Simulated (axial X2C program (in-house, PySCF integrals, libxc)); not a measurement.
## Bond lengths and stretching modes, held linear, of ZrCN

Computed with an axial X2C code built on PySCF integrals: two-component X2C with atomic mean-field Coulomb and Gaunt terms, Gaussian nuclei, basis Zr dyall-v3z, C dyall-v3z, N dyall-av3z with contracted cores. Spin-free rows use the one-electron spin-free X2C Hamiltonian.

Masses Zr 89.905, C 12.000, N 14.003 u. States: 2c Ω = 3/2 (beyond evenly filled blocks: ω = 3/2); spin-free M_S = 3/2, Λ = 3 (beyond evenly filled blocks: σα, π+α, δ+α).

PBE0, 2c: energies above the lowest point

| r(Zr–C) (Å) | r(C–N) (Å) | E (meV) |
| --- | --- | --- |
| 2.1431 | 1.1339 | 67.94 |
| 2.1431 | 1.1630 | 18.23 |
| 2.1431 | 1.1921 | 64.69 |
| 2.1980 | 1.1339 | 46.16 |
| 2.1980 | 1.1630 | 0.00 |
| 2.1980 | 1.1921 | 50.29 |
| 2.1980 | 1.2212 | 180.06 |
| 2.2529 | 1.1339 | 59.08 |
| 2.2529 | 1.1630 | 15.68 |
| 2.2529 | 1.1921 | 68.93 |
| 2.3079 | 1.1630 | 59.04 |
| 2.3079 | 1.2212 | 249.97 |

Q: Fit a quadratic surface with cubic terms in each bond: where is the minimum, and what are the two stretching wavenumbers?

A: At PBE0, 2c: bonds 2.198 and 1.162 Å; harmonic stretches 385.2 and 2207.8 cm⁻¹; force constants 1.79, 18.4 and coupling 0.30 mdyn/Å.

The other levels and Hamiltonians give:

| Hamiltonian | level | r(Zr–C) (Å) | r(C–N) (Å) | lower stretch (cm⁻¹) | upper stretch (cm⁻¹) |
| --- | --- | --- | --- | --- | --- |
| 2c | HF | 2.331 | 1.136 | 314.8 | 2436.0 |
| 2c | BHandHLYP | 2.240 | 1.148 | 374.2 | 2296.8 |
| spin-free | PBE0 | 2.198 | 1.162 | 385.7 | 2207.1 |
| spin-free | HF | 2.330 | 1.136 | 315.5 | 2432.6 |
| spin-free | BHandHLYP | 2.239 | 1.148 | 374.7 | 2296.2 |

Each state is one determinant, the lowest of a limited PBE0 search; the stretches come from a fit to these few points and carry an uncertainty of a few per cent. Other orders of the atoms were not compared. Left out for rough or failed fits: MP2 2c, MP2 spin-free. The levels spread by more than a fifth, so the stretches depend strongly on the method. The molecule was held linear; bending was not examined, so a bent shape may lie lower. Note: functional without a current term on a determinant with orbital currents, of the molecule or an atom. Note: several unpaired electrons, one determinant need not be a pure state.
